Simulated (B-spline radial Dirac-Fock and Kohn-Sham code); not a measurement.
# How the binding energies of V²⁺ add up

System: V²⁺, configuration 1s2 2s2 2p6 3s2 3p6 3d3, inside a Watson sphere of charge -2 and radius 1.8 Å (a model of the Madelung potential; inside it an electron's potential energy is raised by 16.0 eV); nuclear rms radius 3.6002 fm (A = 51).

Model: Dirac-Fock energy differences between relaxed states, corrected for Breit and QED terms. Program: a B-spline atomic structure program. Electron correlation is not included. Energies are counted from the vacuum level.

All terms are in eV, carry their sign (relaxation lowers the binding energy) and add up to the binding energy; ⟨r⟩ is the mean radius of the orbital in the initial state.

```
subshell  −ε (Koopmans)  relaxation  Breit  self-energy  vacuum polarisation  binding energy  ⟨r⟩ (bohr)
      1s         5523.9      -36.73  -5.22        -2.57                 0.20          5479.6       0.066
      2s          658.6      -14.53  -0.31        -0.24                 0.02           643.5       0.306
   2p1/2          552.0      -15.93  -0.54         0.04                 0.00           535.5       0.271
   2p3/2          544.7      -15.77  -0.34         0.02                 0.00           528.6       0.274
      3s          88.55       -3.10  -0.03        -0.03                 0.00           85.39       0.949
   3p1/2          56.60       -2.81  -0.05         0.00                 0.00           53.75       1.013
   3p3/2          55.71       -2.75  -0.02         0.00                 0.00           52.93       1.021
      3d          12.89       -1.67   0.01         0.00                 0.00           11.23       1.307
```

For the deepest level, K (1s), the Breit terms make up -0.095 % of the binding energy, QED -0.043 % and orbital relaxation -0.670 %.

Spin-orbit splittings: 2p 6.91 eV, 3p 0.81 eV.

Values without a named source are computed, but for edge energies of neutral atoms, which are taken from tables.
